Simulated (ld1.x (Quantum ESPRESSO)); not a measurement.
## Pd, PAW: configuration errors across variants

palladium, PAW, made with ld1.x (Quantum ESPRESSO) 7.5 (LDA (PZ), scalar-relativistic). Core [Kr], reference 4d10 5s0 5p0. Waves: 5s (bound, empty): rcut 1.95, rcutus 2.45 bohr; 5s channel at 0.45 Ry: rcut 1.95, rcutus 2.45 bohr; 5p (bound, empty): rcut 2.90, rcutus 3.85 bohr; 5p channel at 0.75 Ry: rcut 2.90, rcutus 3.85 bohr; 4d (bound): rcut 1.90, rcutus 2.15 bohr; 4d channel at 4.25 Ry: rcut 1.90, rcutus 2.15 bohr. Local part: all-electron potential smoothed inside 1.80 bohr (lloc = -1). Core correction: Bessel-smoothed model core inside 1.55 bohr. Augmentation charge: PSQ, inside the norm-conserving radii.

All-electron excitation energies from the reference (eV): (1) 4d9 5s0 5p0 9.389; (2) 4d8 5s0 5p0 30.470; (3) 4d7 5s0 5p0 65.065; (4) 4d8 5s1 5p0 13.796; (5) 4d9 5s0 5p1 5.318; (6) 4d9.5 5s0 5p0 3.370; (7) 4d9 5s1 5p0 1.436; (8) 4d9 5s0 5p0 spin 9.244; (9) 4d8 5s0 5p0 spin 29.835.

Spin tests fill each open shell by Hund’s rule, majority spin first.

The overlap operator is not positive definite (basis up to 400 Ry) in “all radii but the core radius scaled by about 1.27 (s 3.12, p 4.90, d 2.74 bohr, rcut 2.48/3.68/2.42); local potential all-electron potential smoothed inside 2.28 bohr (lloc = -1)”. Such files are unfit for use, however small their errors in these radial tests.

4 further variants failed, have other tests or another functional or relativity, and are left out.

A true bound ghost makes a file unfit for plane-wave use even where its test errors are small: the radial tests pick states by their node count and pass the ghost by.

Errors AE − PS in meV (a dash: test not solved or not reliable):

| change | (1) | (2) | (3) | (4) | (5) | (6) | (7) | (8) | (9) | bound ghosts |
| --- | --- | --- | --- | --- | --- | --- | --- | --- | --- | --- |
| base | -13 | -125 | -498 | -110 | -13 | -1.7 | -19 | -13 | -125 | s |
| all radii but the core radius scaled by about 1.27 (s 3.12, p 4.90, d 2.74 bohr, rcut 2.48/3.68/2.42); local potential all-electron potential smoothed inside 2.28 bohr (lloc = -1) | -31 | -179 | -561 | -83 | -19 | -6.1 | -18 | -32 | -182 | not determined (overlap not positive) |
| waves 5p (bound): rcut 2.84, rcutus 3.02 bohr; 5p channel at 0.75 Ry: rcut 2.84, rcutus 3.02 bohr | -13 | -125 | -498 | -110 | -15 | -1.7 | -19 | -13 | -125 | s |
| core correction Bessel-smoothed model core inside 2.34 bohr | -13 | -126 | -501 | -112 | -14 | -1.8 | -19 | -13 | -125 | s |
| wave 5p channel at 0.75 Ry: rcut 2.90, rcutus 3.85 bohr becomes 5p channel at 3.44 Ry: rcut 2.90, rcutus 3.85 bohr | -13 | -125 | -498 | -110 | -15 | -1.7 | -19 | -13 | -125 | s |
| waves 5s (bound): rcut 1.95, rcutus 2.72 bohr; 5s channel at 0.45 Ry: rcut 1.95, rcutus 2.72 bohr | -13 | -125 | -498 | -114 | -13 | -1.7 | -19 | -13 | -125 | s |
| type ultrasoft; local potential all-electron potential smoothed inside 3.05 bohr (lloc = -1); augmentation built from norm-conserving waves at rcut, not smoothed further | -94 | -574 | -1701 | -531 | -116 | -18 | -110 | -85 | -533 | not determined |

**Question.** Give the same row for: local potential all-electron potential smoothed inside 3.25 bohr (lloc = -1).

**Answer.** -115, -481, -1082, -314, -84, -26, -56, -117, -489; bound ghosts: none.
